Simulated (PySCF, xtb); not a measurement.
Ge(All)(H)3 (C3H8Ge), SMILES [CH2]([GeH3])C=C.

GFN2-xTB run with xtb at its own geometry gives an orbital gap of 5.06 eV and a dipole moment of 0.72 D.

The structure is a stationary point at B3LYP-D3(BJ)/def2-SVP. Other conformers were not sampled.

Question: What does PBE/def2-TZVP (PySCF) give? (The exact figures need the calculation; the answer reports its results.)

Answer: gap 5.08 eV (levels -6.02 and -0.93 eV), dipole 0.49 D.
